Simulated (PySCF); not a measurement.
## How the method changes the constants of ZnC⁻

State: ⁴Σ⁻ (quartet), unpaired electrons σ ↑, π ↑↑. Set-up: basis Zn def2-SVPD, C def2-SVPD; no relativity; PySCF 2.14. De refers to Zn + C⁻ in their high-spin ground configurations, without counterpoise correction. The functionals are run spin-unrestricted. A positive dipole points towards C; it is taken about the centre of mass and depends on that origin.

| Level | Re (Å) | ωe (cm⁻¹) | De (eV) | μ (D) |
| --- | --- | --- | --- | --- |
| UHF | 2.221 | 341 | n/a | -1.29 |
| UHF-MP2 | 2.141 | 380 | n/a | n/a |
| UHF-SCS-MP2 | 2.155 | 370 | n/a | n/a |
| PBE | 2.016 | 454 | n/a | -1.89 |
| PBEsol | 1.990 | 477 | n/a | -1.80 |
| PW91 | 2.016 | 453 | n/a | -1.92 |
| r²SCAN | 2.017 | 454 | n/a | -1.78 |
| PBE0 | 2.051 | 424 | n/a | -1.86 |
| BHandHLYP | 2.108 | 386 | n/a | -1.94 |

What does second-order correlation do here, going from UHF to UHF-MP2?

UHF-MP2 less UHF: -8.0 pm in Re, +11.4 % in ωe. Correlation nearly always deepens the well. The bond shortens, as in weak, metallic or heavy-atom bonds, where dispersion and the correlation of outer-core electrons pull the atoms together.

Correlated steps freeze 6 core orbitals. The highest Kohn–Sham level is positive in this anion. Much of that is self-interaction error, but it also means that the finite basis helps to hold the extra electron. The state was picked by a PBE0 search and need not be the measured ground state.

The whole job (state search and all levels along the bond) took about 3.3 min on 1 thread of Arm Neoverse N1 (shared host), peak memory 0.62 GiB.
